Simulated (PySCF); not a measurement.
## How methods differ on the ionisation energy of Sb²⁹⁺

Sb²⁹⁺ [Ar] 3d4 (5D) → Sb³⁰⁺ [Ar] 3d3 (4F), as a difference of total energies. Calculation: PySCF 2.14, in an even-tempered Gaussian basis (18 s from 4.1 bohr⁻², ratio 2.5; 12 p from 5.4 bohr⁻², ratio 2.5; 8 d from 5.4 bohr⁻², ratio 2.5; 4 f from 20 bohr⁻², ratio 2.7; 3 g from 31 bohr⁻², ratio 2.7); the spin-free X2C one-electron Hamiltonian (Gaussian nucleus). Correlated levels: outer shells: [Ne] frozen; virtual orbitals above 40 to 60 times the deepest correlated orbital energy dropped. The calculations carry no spin-orbit coupling.

```csv
method,ionisation energy (eV)
UHF,1695.8
LDA,1696.0
PBE0,1695.8
r2SCAN,1695.1
B2PLYP,1695.9
revPBE,1695.1
SCS-MP2 (outer shells),1695.9
```

Task: Estimate what MP2 (outer shells) gives.

Result: 1696.4 eV, closest to LDA among the rows shown.

Task: Estimate what PBE gives.

Result: 1695.2 eV, closest to revPBE among the rows shown.

A first-order spin-orbit estimate (lowest level to lowest level, LS coupling) adds -2.575 eV.

Breit and QED terms and the two-electron picture change are absent.

For comparison: 1698 ± 4 eV (theoretical estimate listed by NIST; NIST Atomic Spectra Database, ionization energies).
